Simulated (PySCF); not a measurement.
GeO2, SMILES [O]=[Ge]=[O]. Atoms are numbered in the order given.

```xyz
3

Ge     0.0000     0.0000     0.0000
O      0.0000     0.0000    -1.6229
O      0.0000     0.0000     1.6229
```

Geometry optimised at TPSSh-D3(BJ)/def2-TZVP.

Two levels are set side by side: PBE/pcSseg-2 (PySCF) and B3LYP/pcSseg-2 (PySCF). GIAO shifts against GeH4 (⁷³Ge), H2O (¹⁷O) at the same level; non-relativistic, no solvent, atoms listed together averaged. Differences are taken from unrounded values.

```tsv
quantity	B3LYP	PBE	PBE minus B3LYP
δ(⁷³Ge) of Ge1 (ppm)	328.8	259.5	-69.3
δ(¹⁷O) of O2, O3 (ppm)	348.6	326.6	-22.0
```

Rough cost on one machine, each run with all the roots and properties that it gave: B3LYP against PBE within a factor of 2.
